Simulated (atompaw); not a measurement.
Pseudopotential generation for Tm: PAW (atompaw), PBE, scalar-relativistic.

atompaw 4.2.0.5 input, output lines left out:

```
Tm 69
GGA-PBE scalarrelativistic loggrid 2001 logderivrange -8 5 326
6 6 5 4 0 0
6 0 0
6 1 0
5 2 0
4 3 12
0 0 0
c
c
c
c
v
v
c
c
c
v
v
c
c
v
v
3
3.00 2.60 2.00 2.35
n
n
y
1.05
n
y
-1.85
n
custom polynom vanderbiltortho besselshape
bessel
1.70
3.00
2.25
2.45
3.00
3.00
1.10
1.10
```

All-electron outer shells of the reference configuration (PBE, scalar-relativistic, ld1.x):

```
shell  level (eV)  outermost node (bohr)  outermost maximum (bohr)
   4p     -360.08                   0.26                      0.49
   4d     -205.19                   0.24                      0.50
   5s      -83.87                   0.59                      1.08
   5p      -56.24                   0.63                      1.23
   4f      -35.74                      –                      0.49
   5d      -25.03                   0.71                      1.70
   6s      -23.96                   1.43                      2.69
   6p      -17.88                   1.68                      3.21
```

Estimate the cutoffs (Ry, on a coarse ladder) from which the occupation-weighted sum of valence levels, in a spherical-Bessel basis at the reference potential, stays within 10 and 1 mRy of its value at 400 Ry.

180 Ry and over 300 Ry.

Does the potential have ghost states?

No extra level below or beside the all-electron valence levels (s, p, d, f tested).

Is the overlap operator S = 1 + Σ q|β⟩⟨β| positive definite (Bessel basis up to 400 Ry)?

Yes: its lowest eigenvalue is 0.41 (s channel).

Which valence shell sets the plane-wave cutoff?

4f: its level needs 180 Ry to come within 1 mRy, against 21 Ry for 5p.
